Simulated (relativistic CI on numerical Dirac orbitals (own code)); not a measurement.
## Cu2+ (3d9) in a crystal field

Calculated by Dirac-Coulomb-Breit CI, KLI orbitals optimised for each configuration, QED by a radiative potential, valence Slater integrals scaled by 0.65, one configuration in a parametric crystal field (own radial code).

Field parameters in Wybourne normalisation: Oh B⁴₀ = 21Dq, B⁴₄ = √(5/14) B⁴₀. The field is a parameter set, without covalency.

S is read from ⟨S²⟩ = S(S + 1).

Site symmetry Oh; labels are those of the double group. Computed levels in cm⁻¹ above the lowest, in rising order:

| Δ (size of 10Dq) | Lowest | No. 2 | No. 3 |
| --- | --- | --- | --- |
| 3250 | Γ8 | 2703 Γ7 | 4121 Γ8 |
| 5850 | Γ8 | 5209 Γ7 | 6533 Γ8 |
| 8450 | Γ8 | 7767 Γ7 | 9050 Γ8 |
| 11050 | Γ8 | 10344 Γ7 | 11604 Γ8 |
| 13650 | Γ8 | 12930 Γ7 | 14175 Γ8 |
| 16250 | Γ8 | 15519 Γ7 | 16754 Γ8 |
| 18850 | Γ8 | 18112 Γ7 | 19339 Γ8 |
| 21450 | Γ8 | 20706 Γ7 | 21928 Γ8 |
| 24050 | Γ8 | 23302 Γ7 | 24519 Γ8 |
| 26650 | Γ8 | 25898 Γ7 | 27112 Γ8 |
| 29250 | Γ8 | 28495 Γ7 | 29706 Γ8 |
| 31850 | Γ8 | 31093 Γ7 | 32301 Γ8 |

Ground-state S against |10Dq| in cm⁻¹: 3250: 0.50, 5850: 0.50, 8450: 0.50, 11050: 0.50, 13650: 0.50, 16250: 0.50, 18850: 0.50, 21450: 0.50, 24050: 0.50, 26650: 0.50, 29250: 0.50, 31850: 0.50.

No abrupt spin change occurs in this range.
